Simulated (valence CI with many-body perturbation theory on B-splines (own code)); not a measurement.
# Cl V in brief

Method: relativistic CI+MBPT: three valence electrons over a frozen Dirac-Fock core [Ne], radial functions for each j: 11 s, 11 p, 9 d, 7 f, 5 g, 2 h, 1 i, with the one-electron correlation potential Σ1 (screened to all orders), the two-electron term Σ2, the three-electron term Σ3, Breit, model QED; selected single and double excitations, second order for the rest, scaled by the run's own slope (own B-spline code, finite nucleus).

No measured levels were compared; by estimate levels hold to about 100 cm⁻¹ or 0.05 % of their energy and the worst to 300 or 400 cm⁻¹, as in measured light ions of charge 2 to 7.

Rates and lifetimes use the calculated energies. Strong lines usually hold to 10 to 20 %, long lifetimes can be off by a factor of two.

(1) What is the ground level?

(2) Name the longest-lived excited levels whose lifetime is computed, and their main decay.

(3) How is the term 2P° of the ground level split?

(4) How well does LS coupling describe the low levels?

(5) What are the static dipole polarisabilities of the lowest levels?

Results:

(1) 3s2 3p 2P°_1/2, composition 96 % 3s2 3p 2P° + 2 % 3p3 2P°, g = 0.666.

(2) 3s2 3p 2P°_3/2 at 1494 cm⁻¹ lives 33.2 s, mostly by M1 to 3s2 3p 2P°_1/2; 3s 3p2 4P_3/2 at 86036 cm⁻¹ lives 19.9 μs, mostly by E1 to 3s2 3p 2P°_3/2; 3s 3p2 4P_5/2 at 86881 cm⁻¹ lives 7.59 μs, mostly by E1 to 3s2 3p 2P°_3/2. The lifetime of 3s 3p 3d 4F°_9/2 is too uncertain to give, and may be longer.

(3) J = 1/2 at 0, J = 3/2 at 1494 cm⁻¹.

(4) Among the lowest 20 levels the leading LS term, summed over configurations, holds 100 % on average. For single configurations the figures are 90 % in LS and 64 % in jj coupling. Terms hardly mix: every one of these levels is at least 95 % one term.

(5) 3s2 3p 2P°_1/2 3.37; 3s2 3p 2P°_3/2 3.38 (tensor 0.21) bohr³, of which the core gives 0.0509.
